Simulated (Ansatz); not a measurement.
`O[SiH]1BNB1` + H₂ → `B1NB[SiH2]1` + H₂O at 500 K and 1 bar (hydrogenolysis of the Si–O bond).

Gas-phase electronic energies from Ansatz, PBE0-D4/def2-TZVP geometries. CCSD(T)/CBS is the MP2 limit (def2-TZVPP, def2-QZVPP) plus CCSD(T) − MP2 in def2-TZVPP, frozen cores. This one scheme is used for every species. Each species was taken in one conformer, which may not be the lowest.

| species | CCSD(T)/CBS energy (Eh) | H − E (kJ/mol) | S (J/(mol·K)) |
| --- | --- | --- | --- |
| `O[SiH]1BNB1` | -471.61543 | 216.0 | 399.3 |
| H₂ | -1.17544 | 41.0 | 145.5 |
| `B1NB[SiH2]1` | -396.38954 | 191.5 | 347.5 |
| H₂O | -76.37941 | 73.2 | 206.3 |

H − E and S are ideal-gas, rigid-rotor, harmonic terms from PBE0-D4/def2-TZVP, for one conformer and one mirror image of each species. The MP2-based limit puts H₂ 0.8 mEh under its directly extrapolated value; such offsets cancel only in part. 1 Eh = 2625.50 kJ/mol, R = 8.31446 J/(mol·K).

Q: By hand: ΔE, ΔH, ΔS and ΔG.

A: ΔE = (-396.38954) + (-76.37941) − (-471.61543) − (-1.17544) = 0.02192 Eh = 57.6 kJ/mol. Δ(H − E) = 191.5 + 73.2 − 216.0 − 41.0 = 7.7, so ΔH = 65.3 kJ/mol. ΔS = 347.5 + 206.3 − 399.3 − 145.5 = 9.0 J/(mol·K). ΔG = 65.3 − 500 × (9.0)/1000 = 60.8 kJ/mol.

Q: By hand: the equilibrium constant, and the temperature at which ΔG would vanish if ΔH and ΔS stayed fixed.

A: log₁₀ K = −ΔG/(RT ln 10) = -6.4. ΔG = 0 at ΔH/ΔS = 7256 K, far beyond where these terms or the molecules hold.

The number of gas molecules stays the same, so ΔS is small and ΔH decides. A doubt of 5 kJ/mol in ΔE shifts log₁₀ K by 0.5 here. Other conformers and mirror images would add mixing entropy, several J/(mol·K) or more a flexible species. Modes under 60 cm⁻¹, often nearly free rotors, make the harmonic entropy too high. These are equilibria of isolated gas molecules and say nothing of rates. Largest T1 diagnostic: 0.014 (customary marks: 0.02 for closed shells, 0.045 for open ones).
